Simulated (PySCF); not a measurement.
## TiH₄ + 2 O₂ → TiO₂ + 2 H₂O

Level: PBE0 in the def2-TZVP basis family, all electrons, no relativity, computed in PySCF with density fitting; open shells unrestricted.

```
species                             state and structure  ZPE (kJ/mol)  H(298 K) − H(0) (kJ/mol)  S° (J/(mol K))
   TiH₄                  singlet, Td, Ti–H 1.693 Å (×4)          58.5                      12.5           223.2
     O₂                       triplet, D∞h, O–O 1.193 Å          10.3                       8.7           204.9
   TiO₂  singlet, C2v, Ti–O 1.628 Å (×2); O–Ti–O 111.8°          14.5                      11.0           258.1
    H₂O    singlet, C2v, O–H 0.960 Å (×2); H–O–H 105.1°          56.5                       9.9           188.7
```

Question: Is the gas-phase reaction uphill or downhill in electronic energy at this level, and by how much?

Answer: At PBE0/def2-TZVP, ΔE = -1084.6 kJ/mol, downhill. 

Question: Add zero-point, thermal and entropy terms for 298.15 K and 1 bar.

Answer: ΔZPE = 48.4 and Δ[H(298) − H(0)] = 0.9 kJ/mol give ΔH° = -1035.3 kJ/mol. ΔS° = 2.5 J/(mol K), so ΔG° = -1035.3 − 298.15 × (0.0025) = -1036 kJ/mol.

Only the bonding shown was studied: isomers, or loss of a ligand pair, can lie lower.
